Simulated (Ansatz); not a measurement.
H₃N, charge +1, doublet, at a GFN2-xTB geometry (a state made from the parent by changing its charge; the spin is typed, not shown lowest); HF/6-31G* (Ansatz, a quantum-chemistry and plane-wave program).

The Ansatz input:
Ansatz 0.2 input:
```yaml
crystal:
  periodic: [false, false, false]
  atoms:
    - {symbol: N, position_ang: [-0.00000000, 0.00000000, 0.00000000]}
    - {symbol: H, position_ang: [-0.61982364, -0.81969963, -0.02822501]}
    - {symbol: H, position_ang: [-0.40038942, 0.94633580, 0.03197410]}
    - {symbol: H, position_ang: [1.02021307, -0.12663617, -0.00374909]}
basis:
  gaussian:
    orbitals: 6-31G*
hamiltonian:
  xc: hf
total_charge: 1
magnetization: {spin_polarized: true, initial_magnetization: 1}
accuracy: high
```

The log (banner, timings and long lists left out):

```
Functional definition: HF
404 factors; integrals over basis functions are off by at most 4.1e-9 eV
mean field evaluation 1: about -1518.6569 eV, gradient 2.1e1 eV
mean field evaluation 2: about -1518.6560 eV, gradient 2.1e1 eV
mean field evaluation 4: about -1520.3583 eV, gradient 1.2e0 eV
mean field evaluation 8: about -1520.3714 eV, gradient 3.5e-3 eV
mean field -1520.37135728 eV, -55.8726168352 hartree, gradient 8.2e-9 eV, S^2 0.761006; 0 other end points of the search recorded, 0 dependent functions left out
reference -1520.37135728 eV, -55.8726168352 hartree; 5, 4 occupied and 16, 17 virtual orbitals, 404 factors
Total energy: -1520.37135728 eV, -55.8726168352 hartree
```
